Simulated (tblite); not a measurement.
Isomers of C4H8OP2. Calculated harmonic vibrations of the isolated species, GFN2-xTB (tblite), most abundant isotopes, no scaling. The method is semi-empirical: single wavenumbers can be off by several per cent or more. Modes of hydrogen on phosphorus can be 10 to 20 % off. One conformer each.

Electronic energies: GFN2-xTB at the same geometries; isomer energies are rough at this level and their order can be wrong.

```tsv
SMILES	electronic energy, lowest = 0 (kcal/mol)
CP(C#CP)CO	40.6
C=C[C@@H]1C[P@@]1(=O)P	0.0
CP(C)CP=C=O	16.5
```

Question: How do GFN2-xTB zero-point energies change the relative energies?

Answer: 
```csv
SMILES,ZPE (kcal/mol),of it from modes above 1550 cm⁻¹,electronic (kcal/mol),"with ZPE, lowest = 0 (kcal/mol)",lowest mode (cm⁻¹),rings
C=C[C@@H]1C[P@@]1(=O)P,67.1,35.3,0.0,0.0,67,1
CP(C)CP=C=O,68.8,37.1,16.5,18.3,29,0
CP(C#CP)CO,65.7,35.9,40.6,39.2,37,0
```

The zero-point energies span 3.1 kcal/mol, from `CP(C#CP)CO` to `CP(C)CP=C=O`. The order is unchanged.

Question: What do entropy and thermal enthalpy add at 298.15 K and 1 bar (rigid rotor, harmonic oscillator, one conformer each)?

Answer: 
| SMILES | point group | symmetry number | S (cal/(mol K)) | H − H(0) (kcal/mol) | ZPE + H − H(0) − TS (kcal/mol) |
| --- | --- | --- | --- | --- | --- |
| C=C[C@@H]1C[P@@]1(=O)P | C1 | 1 | 95.4 | 6.46 | 45.1 |
| CP(C)CP=C=O | C1 | 1 | 99.7 | 6.89 | 45.9 |
| CP(C#CP)CO | C1 | 1 | 104.7 | 7.43 | 41.9 |
